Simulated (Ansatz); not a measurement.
Z-matrix (Å, degrees):
```
C
O 1 1.409
H 1 1.096 2 111.3
H 1 1.091 2 108.3 3 119.3
H 1 1.096 2 111.4 3 -121.3
Si 2 1.648 1 122.6 3 62.6
Si 6 2.349 2 106.9 1 178.6
H 6 1.495 2 110.4 1 56.1
H 6 1.498 2 110.5 1 -60.8
O 7 1.656 6 111.0 2 172.2
H 7 1.484 6 111.3 2 -70.7
H 7 1.492 6 109.0 2 49.2
H 10 0.958 7 117.4 6 -62.3
```

Charge 0, multiplicity 1.

Q: List the r2SCAN/def2-TZVPP orbital energies in eV (Ansatz). (Best estimate.)

A: Ansatz gave: Occupied: -1791.35, -1791.24, -515.94, -515.85, -274.44, -141.74, -141.64, -96.63, -96.58, -96.58, -96.53, -96.49, -96.48, -26.74, -26.48, -17.91, -14.65, -13.70, -11.90, -11.56, -11.50, -11.10, -9.64, -9.15, -8.82, -8.07, -7.82, -7.00, -6.72. Lowest empty: -1.24, -0.02, 0.76, 0.98, 1.41, 1.74, 2.22, 2.44.
